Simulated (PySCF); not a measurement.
**A survey of ³³S NMR shifts**

PySCF calculation with NMR shieldings at PBE0/pcSseg-1/GIAO and geometry from GFN2-xTB; non-relativistic, rapidly exchanging positions averaged, gas phase, single conformer.

Shieldings were converted by a linear fit to measured shifts: ³³S (scatter 33.3 ppm rms vs sulfate, solution or neat liquid). Occasional misses reach two or three times the rms, and more in compound classes unlike the fitted ones.

Task: Give the ³³S shifts of `C[C@@H]1C[Si@@H](Cl)S[SiH2]1`, `C[SiH2]SC(=C=O)C=O`, `CS[Si@@H](Cl)/C=C\[SiH3]`, `C/C=C\[SiH2]S[SiH2]Cl`, `CS[SiH2]/C(Cl)=C\[SiH3]`, `C=C(C)[Si@H](Cl)S[SiH3]`.

Result: 
| compound | environment | δ (ppm) |
| --- | --- | --- |
| C[C@@H]1C[Si@@H](Cl)S[SiH2]1 | sulfur bonded to 2 Si, in a 5-membered ring | -530 |
| C[SiH2]SC(=C=O)C=O | sulfur bonded to C, Si | -434 |
| CS[Si@@H](Cl)/C=C\[SiH3] | sulfur bonded to C, Si | -442 |
| C/C=C\[SiH2]S[SiH2]Cl | sulfur bonded to 2 Si | -517 |
| CS[SiH2]/C(Cl)=C\[SiH3] | sulfur bonded to C, Si | -504 |
| C=C(C)[Si@H](Cl)S[SiH3] | sulfur bonded to 2 Si | -549 |

Task: Match the shifts -325, -450, -539 ppm to `C=CC[SiH2]S[SiH2]Cl`, `Cl[SiH2][SiH2]SC1CC1`, `Cl[SiH2]SC1C[SiH2]C1`.

Result: -325: Cl[SiH2]SC1C[SiH2]C1 (sulfur bonded to C, Si); -450: Cl[SiH2][SiH2]SC1CC1 (sulfur bonded to C, Si); -539: C=CC[SiH2]S[SiH2]Cl (sulfur bonded to 2 Si).
